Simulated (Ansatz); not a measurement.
Pd₃Au. The state is a quartet with charge 0. Geometry B3LYP-D4/def2-SVP; atoms count from 1.

Cartesian coordinates in Å:
```
Pd -1.155 1.131 -0.331
Pd 1.130 -0.027 -1.202
Pd -0.712 -1.366 -0.052
Au 0.737 0.262 1.586
```

In the def2 sets Au, Pd take a core potential; there is no spin–orbit coupling. At PBE0-D4/def2-TZVP a doublet of charge 0 lies 1.01 eV below the quartet, each at its own geometry. The structure comes from a short search, and lower isomers may exist.

Estimate the Mulliken populations from the PBE0/def2-TZVP orbitals of Ansatz.


```json
{"atom": "Pd1", "charge (e)": "0.01", "spin (α − β)": "0.75", "d electrons": "9.22"}
{"atom": "Pd2", "charge (e)": "0.01", "spin (α − β)": "0.75", "d electrons": "9.22"}
{"atom": "Pd3", "charge (e)": "-0.08", "spin (α − β)": "0.84", "d electrons": "9.15"}
{"atom": "Au4", "charge (e)": "0.06", "spin (α − β)": "0.66", "d electrons": "9.70"}
```
Mulliken values depend strongly on the basis.

Where does the spin sit?

Summed by element: Pd 2.34, Au 0.66, of 3 unpaired in all. Largest on single atoms: Pd3 0.84, Pd1 0.75, Pd2 0.75.

And the Mayer bond orders between heavy atoms (over 0.3)?

Pd1–Pd2 0.50 (2.71 Å); Pd1–Pd3 0.82 (2.55 Å); Pd1–Au4 0.35 (2.83 Å); Pd2–Pd3 0.82 (2.55 Å); Pd2–Au4 0.35 (2.83 Å); Pd3–Au4 0.46 (2.73 Å).
